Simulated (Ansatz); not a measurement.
A nudged elastic band was laid between two geometries of C$_{3}$H$_{8}$AlClSi (14 atoms, charge 0, multiplicity 1).

Theory: RKS PBE0-D4/def2-SVP (Ansatz).

```yaml
movable_images: 7
climbing_image: yes
spring: 5.0 eV/Å²
optimiser: quadratic models (default)
start_path: through a guess of the saddle point
force_threshold: 0.03 eV/Å
iteration_limit: 37
end_points: relaxed
```

Image 0:

```xyz
14
Properties=species:S:1:pos:R:3
C -0.011 -1.727 0.944
Si -0.031 -0.226 -0.186
C 1.636 0.032 -1.029
Al -1.806 1.100 -0.971
C -0.589 1.458 0.551
Cl -2.205 1.068 1.443
H 0.051 -2.660 0.363
H 0.856 -1.686 1.625
H -0.929 -1.757 1.548
H 2.446 0.061 -0.283
H 1.660 0.974 -1.599
H 1.849 -0.790 -1.730
H -2.888 1.914 -1.789
H -0.052 2.210 1.142
```

Image 8:

```xyz
14
Properties=species:S:1:pos:R:3
C 0.002 -1.737 0.931
Si -0.014 -0.228 -0.188
C 1.682 0.099 -0.943
Al -1.790 1.045 -1.056
C -0.666 1.430 0.530
Cl -2.312 0.982 1.336
H -0.941 -1.796 1.496
H 0.112 -2.664 0.346
H 0.837 -1.679 1.648
H 2.452 0.156 -0.156
H 1.698 1.043 -1.509
H 1.964 -0.711 -1.634
H -2.852 1.833 -1.923
H -0.185 2.196 1.150
```

Task: What changes between the two ends?

Result: No bond is made or broken. The dihedral H8–C1–Si2–Al4 goes from -141 to 98°. The two ends are copies of one structure, up to a mirror image or an exchange of like atoms.

Task: Give the energies along the band, and the barrier.

Result: It converged. The highest image is number 6 of 0 to 8, 0.061 eV above the ends, which have the same energy within 2 meV. The profile has 2 maxima (images 2, 6) with wells between them (image 4): this band takes more than one step, which may be the mechanism or a detour left from its start path. A vibrational analysis at the climbing image gives one clearly imaginary mode, 147i cm⁻¹: a first-order saddle point.

| image | path coordinate (Å) | energy (eV) | dihedral H8–C1–Si2–Al4 (°) |
| --- | --- | --- | --- |
| 0 | 0.00 | 0.000 | -141 |
| 1 | 0.90 | 0.029 | -111 |
| 2 | 1.80 | 0.060 | -81 |
| 3 | 2.69 | 0.030 | -51 |
| 4 | 3.59 | 0.000 | -21 |
| 5 | 4.49 | 0.030 | 9 |
| 6 | 5.39 | 0.061 | 39 |
| 7 | 6.27 | 0.031 | 68 |
| 8 | 7.15 | 0.000 | 98 |

Task: What is the geometry of the highest image?

Result: 
```xyz
14
Properties=species:S:1:pos:R:3
C -0.012 -1.742 0.933
Si -0.038 -0.226 -0.192
C 1.624 0.037 -1.045
Al -1.810 1.122 -0.951
C -0.576 1.456 0.562
Cl -2.184 1.059 1.467
H -0.062 -1.422 1.986
H -0.864 -2.410 0.744
H 0.916 -2.318 0.790
H 2.441 0.048 -0.306
H 1.648 0.988 -1.600
H 1.825 -0.775 -1.761
H -2.891 1.952 -1.754
H -0.031 2.199 1.156
```

The band took 13 iterations and about 20 core-minutes.

The run took 10 min on 2 threads of Intel(R) Xeon(R) Platinum 8488C (Sapphire Rapids), on a shared host, peak memory 0.45 GiB.
